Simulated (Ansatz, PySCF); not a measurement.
Pair of molecules: NH3 (SMILES N) (first 4 atoms) with C2H3F (SMILES C=CF); geometry from B3LYP-D3(BJ)/def2-TZVP.
(charge 0, multiplicity 1):
```xyz
10

N     -0.028    -0.095     0.643
H      0.655     0.247     1.311
H      0.418    -0.825     0.099
H     -0.243     0.666     0.010
C     -1.007    -0.358     3.909
C      0.095     0.159     4.411
F      1.118     0.576     3.621
H     -1.143    -0.472     2.840
H     -1.787    -0.672     4.587
H      0.323     0.313     5.457
```

Monomers are frozen at their geometry in the pair; levels with a basis set take the counterpoise correction. Rows marked so take none.

Rows in 3-21G, 6-31G* carry no dispersion term and start afresh at each structure (6-31G* with six Cartesian d functions).

Codes used: Ansatz (Gaussian basis) for Hartree–Fock, density functionals and correlated methods; PySCF for 3-21G rows, 6-31G* rows, the dispersion terms. Each number belongs to the level named beside it.

Task: One of these levels gives -155.2 meV for the interaction energy. Name it.
(A) B3LYP/3-21G (no counterpoise)
(B) revPBE-D4/def2-TZVPPD
(C) HF/6-31G* (no counterpoise)
(D) BP86/6-31G* (no counterpoise)

Result: D, BP86/6-31G* (no counterpoise). The others give -126.0 (HF/6-31G* (no counterpoise)), -102.8 (revPBE-D4/def2-TZVPPD), -391.6 (B3LYP/3-21G (no counterpoise))

Ansatz is an electronic-structure program.
